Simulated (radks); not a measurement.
Computed order of ionisation of rhodium. At each step one electron was removed from each of the four highest sub-shells of the ion before, moves of one valence electron (up to charge 6) and the configuration listed by NIST were tried, and the lowest configuration was kept. Calculated with a radial shooting solver on a logarithmic mesh with Libxc functionals: non-relativistic Kohn-Sham, PBE, spin-polarised, spherical densities, point nucleus. Open shells are filled with parallel spins first.

species  lowest configuration found                 NIST configuration  margin to the next tried (eV)  IE (eV)  NIST IE (eV)       kind
Rh                         [Kr] 4d9  [Kr] 4d8 5s1 lies 0.650 eV higher                          0.650    7.982         7.459       exp.
Rh+                        [Kr] 4d8                               same                          3.060   18.798        18.080  semi-emp.
Rh2+                       [Kr] 4d7                               same                          5.960   31.338        31.060  semi-emp.
Rh3+                       [Kr] 4d6                               same                          9.150   45.160            42     theory
Rh4+                       [Kr] 4d5                               same                         17.640   64.937            63     theory
Rh5+                       [Kr] 4d4                               same                         22.269   81.574            80     theory
Rh6+                       [Kr] 4d3                               same                         27.088   99.057            97     theory
Rh7+                       [Kr] 4d2                               same                         45.444   117.30           115     theory
Rh8+                       [Kr] 4d1                               same                         47.394   136.20           135     theory
Rh9+                           [Kr]                               same                         49.502   207.50        207.51  semi-emp.
Rh10+             [Ar] 3d10 4s2 4p5                               same                         30.674   229.16           228     theory
Rh11+             [Ar] 3d10 4s2 4p4                               same                         31.081   250.87           252     theory
Rh12+             [Ar] 3d10 4s2 4p3                               same                         31.484   279.81           277     theory
Rh13+             [Ar] 3d10 4s2 4p2                               same                         24.771   303.09           306     theory

Reference values: NIST Atomic Spectra Database (exp. = measured, semi-emp. = semi-empirical, theory = theoretical value adopted there). Relativity is left out here, which matters for elements this heavy. Open shells are spherical and high-spin; term and fine-structure splittings are not resolved.
